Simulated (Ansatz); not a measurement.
Input:

```yaml
crystal:
  periodic: [false, false, false]
  atoms:
    - { symbol: C, position_ang: [-1.690388, 0.185584, 0.730913] }
    - { symbol: Si, position_ang: [0.173752, 0.375169, 0.498091] }
    - { symbol: Si, position_ang: [1.192636, -1.607925, -0.269098] }
    - { symbol: C, position_ang: [0.434239, 1.692251, -0.913709] }
    - { symbol: O, position_ang: [-0.454237, 1.93415, -1.713371] }
    - { symbol: H, position_ang: [-2.156775, 0.167442, -0.275158] }
    - { symbol: H, position_ang: [-1.961779, -0.740449, 1.273894] }
    - { symbol: H, position_ang: [-2.102428, 1.053949, 1.283131] }
    - { symbol: H, position_ang: [0.896857, 0.836231, 1.740527] }
    - { symbol: H, position_ang: [2.649122, -1.372275, -0.571897] }
    - { symbol: H, position_ang: [0.507572, -2.070225, -1.528106] }
    - { symbol: H, position_ang: [1.087547, -2.699579, 0.764316] }
    - { symbol: H, position_ang: [1.444181, 2.211179, -1.004633] }
basis:
  gaussian: { orbitals: def2-SVP }
hamiltonian:
  xc: pbe
  dispersion: d4
neb:
  order_check: false
  images: 7
  f_tol: 0.05
  max_iterations: 60
  final_atoms:
    - { symbol: C, position_ang: [-1.73194996, 0.12960061, 0.89320566] }
    - { symbol: Si, position_ang: [0.1364933, 0.39045813, 0.6291471] }
    - { symbol: Si, position_ang: [1.19327167, -1.53104684, -0.27972759] }
    - { symbol: C, position_ang: [0.9425063, 1.52517797, -0.66565412] }
    - { symbol: O, position_ang: [0.12487346, 1.98053467, -1.59830525] }
    - { symbol: H, position_ang: [-2.23390785, -0.09362292, -0.06971481] }
    - { symbol: H, position_ang: [-1.92201314, -0.71342138, 1.58913555] }
    - { symbol: H, position_ang: [-2.19608266, 1.04172188, 1.32104041] }
    - { symbol: H, position_ang: [0.83442927, 0.69717399, 1.92871474] }
    - { symbol: H, position_ang: [2.66399298, -1.58717207, 0.02689253] }
    - { symbol: H, position_ang: [1.00510964, -1.56254007, -1.77540681] }
    - { symbol: H, position_ang: [0.53815368, -2.76825259, 0.28684043] }
    - { symbol: H, position_ang: [0.66542229, 2.45689063, -2.27126784] }
  initial_path:
    images:
      - { positions_ang: [[-1.690388, 0.185584, 0.730913], [0.173752, 0.375169, 0.498091], [1.192636, -1.607925, -0.269098], [0.434239, 1.692251, -0.913709], [-0.454237, 1.93415, -1.713371], [-2.156775, 0.167442, -0.275158], [-1.961779, -0.740449, 1.273894], [-2.102428, 1.053949, 1.283131], [0.896857, 0.836231, 1.740527], [2.649122, -1.372275, -0.571897], [0.507572, -2.070225, -1.528106], [1.087547, -2.699579, 0.764316], [1.444181, 2.211179, -1.004633]] }
      - { positions_ang: [[-1.66399501, 0.16293936, 0.73188805], [0.1784568, 0.36877017, 0.5043439], [1.16311672, -1.6055079, -0.27686885], [0.5098135, 1.69238461, -0.85839746], [-0.36237461, 1.9269472, -1.69700658], [-2.14571157, 0.1044771, -0.26383723], [-1.93112578, -0.71980819, 1.31443543], [-2.0894236, 1.05975454, 1.23661282], [0.8718353, 0.79358238, 1.78100878], [2.6306583, -1.38890922, -0.53915356], [0.50311972, -2.04993645, -1.53734991], [1.03972326, -2.69995601, 0.74879984], [1.31620599, 2.3207644, -1.12957523]] }
      - { positions_ang: [[-1.63760203, 0.14029471, 0.7328631], [0.1831616, 0.36237135, 0.51059681], [1.13359743, -1.60309079, -0.28463971], [0.58538801, 1.69251822, -0.80308592], [-0.27051221, 1.9197444, -1.68064216], [-2.13464814, 0.0415122, -0.25251647], [-1.90047256, -0.69916738, 1.35497686], [-2.0764192, 1.06556008, 1.19009464], [0.8468136, 0.75093376, 1.82149056], [2.6121946, -1.40554344, -0.50641012], [0.49866743, -2.0296479, -1.54659382], [0.99189952, -2.70033301, 0.73328369], [1.18823097, 2.43034979, -1.25451746]] }
      - { positions_ang: [[-1.61120904, 0.11765007, 0.73383814], [0.1878664, 0.35597252, 0.51684971], [1.10407815, -1.60067369, -0.29241056], [0.66096251, 1.69265184, -0.74777438], [-0.17864982, 1.91254161, -1.66427774], [-2.12358471, -0.0214527, -0.2411957], [-1.86981934, -0.67852657, 1.3955183], [-2.06341481, 1.07136562, 1.14357646], [0.8217919, 0.70828514, 1.86197235], [2.59373089, -1.42217766, -0.47366668], [0.49421515, -2.00935934, -1.55583773], [0.94407577, -2.70071002, 0.71776753], [1.06025596, 2.53993519, -1.37945969]] }
      - { positions_ang: [[-1.58481606, 0.09500542, 0.73481319], [0.19257119, 0.34957369, 0.52310262], [1.07455886, -1.59825658, -0.30018142], [0.73653701, 1.69278545, -0.69246285], [-0.08678743, 1.90533881, -1.64791332], [-2.11252128, -0.0844176, -0.22987494], [-1.83916612, -0.65788576, 1.43605973], [-2.05041041, 1.07717116, 1.09705828], [0.79677019, 0.66563653, 1.90245413], [2.57526719, -1.43881188, -0.44092324], [0.48976286, -1.98907079, -1.56508164], [0.89625203, -2.70108702, 0.70225137], [0.93228095, 2.64952058, -1.50440191]] }
      - { positions_ang: [[-1.62159953, 0.10365422, 0.77441131], [0.17855172, 0.3597948, 0.54961374], [1.10423706, -1.58145415, -0.29506796], [0.78802933, 1.65088358, -0.68576067], [-0.0338722, 1.92413777, -1.6355113], [-2.14286792, -0.08671893, -0.18983491], [-1.85987788, -0.67176967, 1.47432868], [-2.08682847, 1.06830884, 1.15305381], [0.80618496, 0.67352089, 1.90901928], [2.59744864, -1.47590192, -0.3239693], [0.61859956, -1.88243811, -1.61766294], [0.80672744, -2.71787842, 0.59839864], [0.86556629, 2.60136309, -1.6961184]] }
      - { positions_ang: [[-1.65838301, 0.11230301, 0.81400943], [0.16453225, 0.37001591, 0.57612486], [1.13391527, -1.56465171, -0.2899545], [0.83952166, 1.60898171, -0.67905848], [0.01904302, 1.94293674, -1.62310928], [-2.17321456, -0.08902026, -0.14979487], [-1.88058963, -0.68565357, 1.51259764], [-2.12324653, 1.05944652, 1.20904934], [0.81559973, 0.68140526, 1.91558443], [2.61963009, -1.51299197, -0.20701536], [0.74743625, -1.77580543, -1.67024423], [0.71720286, -2.73466981, 0.4945459], [0.79885162, 2.5532056, -1.88783488]] }
      - { positions_ang: [[-1.69516649, 0.12095181, 0.85360754], [0.15051278, 0.38023702, 0.60263598], [1.16359347, -1.54784928, -0.28484105], [0.89101398, 1.56707984, -0.6723563], [0.07195824, 1.96173571, -1.61070727], [-2.20356121, -0.09132159, -0.10975484], [-1.90130139, -0.69953747, 1.5508666], [-2.15966459, 1.0505842, 1.26504488], [0.8250145, 0.68928962, 1.92214959], [2.64181153, -1.55008202, -0.09006141], [0.87627295, -1.66917275, -1.72282552], [0.62767827, -2.7514612, 0.39069317], [0.73213696, 2.50504812, -2.07955136]] }
      - { positions_ang: [[-1.73194996, 0.12960061, 0.89320566], [0.1364933, 0.39045813, 0.6291471], [1.19327167, -1.53104684, -0.27972759], [0.9425063, 1.52517797, -0.66565412], [0.12487346, 1.98053467, -1.59830525], [-2.23390785, -0.09362292, -0.06971481], [-1.92201314, -0.71342138, 1.58913555], [-2.19608266, 1.04172188, 1.32104041], [0.83442927, 0.69717399, 1.92871474], [2.66399298, -1.58717207, 0.02689253], [1.00510964, -1.56254007, -1.77540681], [0.53815368, -2.76825259, 0.28684043], [0.66542229, 2.45689063, -2.27126784]] }
```

Command:

```bash
$ ansatz run input.yaml --threads 2 --pin off --max-ram 3072MiB --backend cpu --events-out ev --progress --plain --runs-dir out
```

Hardware: 2 threads of Intel(R) Xeon(R) Platinum 8375C CPU @ 2.90GHz (Ice Lake), with other jobs on the host.

Roughly how long does this run take, and how much memory?

4.5 min, with a peak of 0.17 GiB, for 22 band iterations.
